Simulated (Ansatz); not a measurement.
Species: 1,3-thiazole-4-carbaldehyde, C₄H₃NOS (charge 0, singlet). SMILES: c1nc(C=O)cs1
Coordinates optimised at B3LYP-D3(BJ)/def2-TZVP (Ansatz, a first-principles code):
```xyz
10

O     -2.8774     0.0137     0.1011
C     -1.9478    -0.7570     0.0594
C     -0.5350    -0.3440     0.0147
C     -0.0907     0.9525     0.0145
S      1.6125     0.9833    -0.0449
C      1.6230    -0.7550    -0.0659
N      0.4509    -1.3013    -0.0312
H     -2.0942    -1.8530     0.0515
H     -0.6908     1.8463     0.0461
H      2.5521    -1.3046    -0.1050
```

Quantity: vertical electron affinity (to the doublet state of charge -1; a negative value means that the extra electron is unbound and the number depends on the basis; each state is the SCF solution reached for its spin; the UHF <S^2> is 0.93 for the doublet (pure: 0.75); for the singlet the Hartree-Fock reference is unstable and T1 is 0.016), in eV. Correlated levels leave the core frozen unless marked. Open shells are spin-unrestricted. Spin-orbit coupling is left out. Non-relativistic. Anions need diffuse functions: aug- sets have them; def2-D sets add few. CBS marks a two-point X^-3 extrapolation of the correlation energy; Hartree-Fock from the larger set.

| level | program | vertical electron affinity (eV) |
|---|---|---|
| HF/aug-cc-pV(D+d)Z | Ansatz | -0.55 |
| HF/aug-cc-pV(T+d)Z | Ansatz | -0.54 |
| HF/aug-cc-pV(Q+d)Z | Ansatz | -0.53 |
| SVWN5/def2-TZVPD | Ansatz | 0.57 |
| PBE/def2-TZVPD | Ansatz | 0.38 |
| r2SCAN/def2-TZVPD | Ansatz | 0.40 |
| B3LYP/def2-TZVPD | Ansatz | 0.35 |
| PBE0/def2-TZVPD | Ansatz | 0.33 |
| BHLYP/def2-TZVPD | Ansatz | 0.16 |
| CAM-B3LYP/def2-TZVPD | Ansatz | 0.31 |
| wB97M-V/def2-TZVPD | Ansatz | 0.12 |
| wB97X-V/def2-TZVPD | Ansatz | 0.15 |
| B2PLYP/def2-TZVPD | Ansatz | 0.14 |
| MP2/aug-cc-pV(D+d)Z | Ansatz | -0.44 |
| RI-MP2/aug-cc-pV(T+d)Z | Ansatz | -0.31 |
| RI-MP2/aug-cc-pV(Q+d)Z | Ansatz | -0.27 |
| RI-MP2/CBS(aug-cc-pV(T+d)Z,aug-cc-pV(Q+d)Z) | Ansatz | -0.25 |
| SCS-MP2/aug-cc-pV(D+d)Z | Ansatz | -0.56 |
| CCSD/aug-cc-pV(D+d)Z | Ansatz | -0.13 |
| CCSD(T)/aug-cc-pV(D+d)Z | Ansatz | -0.10 |
